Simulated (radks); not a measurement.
Initial-state core-level shifts of neutral tellurium when its valence configuration changes from [Kr] 4d10 5s2 5p4. All-electron calculation, Dirac Kohn-Sham, BLYP, spin-unpolarised, spherical densities, point nucleus; open shells are shared between the two j in proportion to 2j + 1. Program: a radial shooting solver on a logarithmic mesh with Libxc functionals. Shifts are changes of the shell-averaged eigenvalues in eV (positive: less bound).

4d10 5s1.5 5p4.5: 2p -0.703; 3s -0.713; 4s -0.702; 4p -0.697
4d9 5s2 5p5: 2p -9.209; 3s -8.787; 4s -7.354; 4p -7.030
4d8 5s2 5p6: 2p -18.720; 3s -17.789; 4s -14.704; 4p -14.040
4d10 5s1 5p5: 2p -1.389; 3s -1.411; 4s -1.389; 4p -1.378
4d10 5p6: 2p -2.719; 3s -2.765; 4s -2.721; 4p -2.700
4d9.5 5s2 5p4.5: 2p -4.567; 3s -4.367; 4s -3.678; 4p -3.518
4d9 5s1 5p6: 2p -10.526; 3s -10.127; 4s -8.661; 4p -8.325
